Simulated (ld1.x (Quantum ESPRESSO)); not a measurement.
# What one change does to a pseudopotential (tin (Sn), TM)

```
Element                 : tin
Generator               : ld1.x (Quantum ESPRESSO) 7.5
Type                    : norm-conserving Troullier–Martins (Kleinman–Bylander form)
Functional              : PBE
Relativity              : scalar-relativistic
Frozen core             : [Kr] 4d10
Valence charge          : 4
Reference configuration : 5s2 5p1 (charge +1)
Partial waves           : 5p (bound): rc 2.10 bohr; 5d channel at 0.2 Ry: rc 1.85 bohr; 5s (bound): rc 2.00 bohr
Local potential         : the s channel
Core correction         : none
```

All-electron outer shells of the reference configuration (PBE, scalar-relativistic, ld1.x):

```
shell  level (eV)  outermost node (bohr)  outermost maximum (bohr)
   5s      -17.81                   0.98                      1.99
   5p      -10.25                   1.08                      2.43
```

Change: all radii scaled by about 1.23 (s 2.46, p 2.58, d 2.26 bohr).

Cutoffs: the cutoffs (Ry, on a coarse ladder) from which the occupation-weighted sum of valence levels, in a spherical-Bessel basis at the reference potential, stays within 10 and 1 mRy of its value at 400 Ry; they do not see the model core or the augmentation charge, which bear on the density cutoff. Errors are all-electron minus pseudo energies relative to the spin-unpolarised reference configuration.

Question: How do hardness, ghosts and transferability respond?

Answer: The potential gets softer (21 Ry and 30 Ry → 18 Ry and 25 Ry); both files keep a bound ghost (d); the errors of the 7 common tests hardly move. A larger radius leaves more room for a smooth pseudo-wave, so fewer plane waves are needed.

```tsv
quantity	base	changed
cutoff, loose	21 Ry	18 Ry
cutoff, tight	30 Ry	25 Ry
bound ghosts	d	d
error for 5s2 5p2, meV [ΔE -6.87 eV]	+8.9	+10
error for 5s2 5p0, meV [ΔE 13.95 eV]	+22	+25
error for 5s1 5p0, meV [ΔE 44.92 eV]	+177	+174
error for 5s2 5p1.5, meV [ΔE -4.26 eV]	+3.2	+3.6
error for 5s1 5p3, meV [ΔE 0.10 eV]	+37	+37
error for 5s1 5p2, meV [ΔE 7.65 eV]	+21	+19
error for 5s0 5p4, meV [ΔE 7.31 eV]	+100	+96
```

 A true bound ghost makes a file unfit for plane-wave use even where its test errors are small: the radial tests pick states by their node count and pass the ghost by.
